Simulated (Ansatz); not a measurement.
Reactions of C3H9MgN (`C[CH](C)[Mg][NH2]`).

Calculated with Ansatz (gas phase, PBE0-D4/def2-TZVP geometries, no zero-point term in ΔE). CCSD(T)/CBS is the MP2 limit (def2-TZVPP, def2-QZVPP) plus CCSD(T) − MP2 in def2-TZVPP, frozen cores. This one scheme is used for every species. Elements past krypton have def2 core potentials. For In, Mg, Se outer-core shells are correlated without core-valence functions, which leaves a few kJ/mol of doubt a bond. Scalar relativity is left out up to krypton. One conformer a species, not always the lowest.

(1) Order these by ΔE at CCSD(T)/CBS, lowest first. (Estimate.)
A. `C[CH](C)[Mg][NH2]` + `S[SiH2][SeH]` → `CS[SiH2][SeH]` + `C[CH2][Mg][NH2]`
B. `C[CH](C)[Mg][NH2]` + CH₃SH → `C[S][Mg][NH2]` + `CCC`
C. `C[CH](C)[Mg][NH2]` + H₂ → `[NH2][MgH]` + `CCC`
D. `C[CH](C)[Mg][NH2]` + `C[CH2][In]([Cl])[Cl]` → `[NH2][Mg][Cl]` + `C[CH2][In]([Cl])[CH](C)C`

Largest T1 diagnostic: 0.012, for `C[CH2][In]([Cl])[Cl]`.

Answers

(1) B (-38.0 kcal/mol), D (-24.0 kcal/mol), C (-14.5 kcal/mol), A (-0.5 kcal/mol).
